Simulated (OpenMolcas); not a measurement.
# Co4+ in a point-charge field

Co4+ among 5 point charges of -2.6 e arranged as a trigonal bipyramid (D3h), 2.08 Å from the ion, with the axial distance 2.475 Å.

```json
{"Program": "OpenMolcas", "Method": "SS-CASPT2, IPEA 0.25 Eh, imaginary shift 0.1 Eh (closed shells correlated: 3s 3p)", "Basis": "ANO-RCC-VTZP [6s5p3d2f1g]", "Scalar Hamiltonian": "DKH2, point nucleus", "Active space": "5 electrons in 5 orbitals (3d)", "State averaging": "2S+1 = 6 even, 1 root; 2S+1 = 4 even, 24 roots; 2S+1 = 2 even, 75 roots", "Spin-orbit coupling": "state interaction with AMFI integrals over the reference wave functions"}
```

The lowest spin-free states (labels of D3, the rotations of D3h), above the lowest:

```
   State  Degeneracy  E (cm-1)  Free-ion L (%)
     6A1           1         0         S (100)
     4A1           1     38820         G (100)
      4E           2     38820          G (98)
     4A2           1     38830         G (100)
      4E           2     38950         G (100)
      4E           2     39000         G (100)
     4A1           1     39010         G (100)
     4A2           1     43420         P (100)
      4E           2     43670          P (93)
      4E           2     46640         D (100)
      4E           2     46810          D (95)
     4A1           1     46980         D (100)
2S+1 = 2           2     56560         I (100)
      2E           2     56770          I (99)
      2E           2     56810          I (99)
      2E           2     56820         I (100)
     2A1           1     56900          I (99)
     2A2           1     56900          I (99)
     2A1           1     56980         I (100)
      2E           2     56980         I (100)
```

The lowest levels with spin-orbit coupling:

```csv
E (cm-1),Degeneracy,Label,2S+1,g
0,2,E1/2,6,2.00 6.01 6.01
0,2,E3/2,6,0.00 0.00 6.01
0,2,E1/2,6,0.00 0.00 10.01
38740,2,E3/2,4,0.00 0.00 0.46
38790,2,E1/2,4,1.27 1.33 1.33
38800,2,E1/2,4,0.43 0.43 4.56
38810,2,E3/2,4,0.00 0.00 3.52
38830,2,E1/2,4,1.90 1.90 2.61
38840,2,E1/2,4,1.29 1.29 3.93
38840,2,E1/2,4,1.72 1.72 4.44
38870,2,E3/2,4,0.00 0.00 11.85
38920,2,E1/2,4,0.34 0.34 1.78
38930,2,E3/2,4,0.00 0.00 2.14
38940,2,E1/2,4,0.07 0.07 4.40
38960,2,E1/2,4,0.09 0.09 3.59
38980,2,E1/2,4,0.01 0.01 9.74
39000,2,E1/2,4,1.85 4.21 4.21
39000,2,E1/2,4,0.01 0.01 13.94
39010,2,E1/2,4,0.03 0.03 6.31
39020,2,E3/2,4,0.00 0.00 5.88
```

Powder χT (cm3 K/mol): 4.38 at 2 K, 4.38 at 10 K, 4.38 at 50 K, 4.38 at 100 K, 4.38 at 200 K, 4.38 at 300 K. The effective moment at 300 K is 2.828 √(χT) = 5.92 μB.

The lowest level has 2S+1 = 6, for which the spin-only value is χT = S(S+1) / 2 = 4.375 cm3 K/mol (g = 2). The computed 4.385 at 300 K differs by +0.010, little more than the free-electron g of 2.0023 accounts for.

Roots that are degenerate in the reference are averaged as groups; the widest CASPT2 spread within a group is 45 cm-1 (the 3-fold group of multiplicity 4 near 64100 cm-1 above the lowest state of its run). Shifts and gaps below about the spread of the groups concerned are not significant. Point charges give a weaker field than real ligands, and real ions of this kind are often low spin; the high spin found here belongs to the model. Free-ion shares, where given, are those of the reference states; single-state CASPT2 does not remix them. Point charges carry no covalency, so the field is a model and not that of real ligands. No measured value stands beside these numbers.

The CASPT2 steps took 36 s on 1 thread of Intel(R) Xeon(R) Platinum 8259CL CPU @ 2.50GHz (Skylake/Cascade Lake), on a shared host; the integral step is not counted.
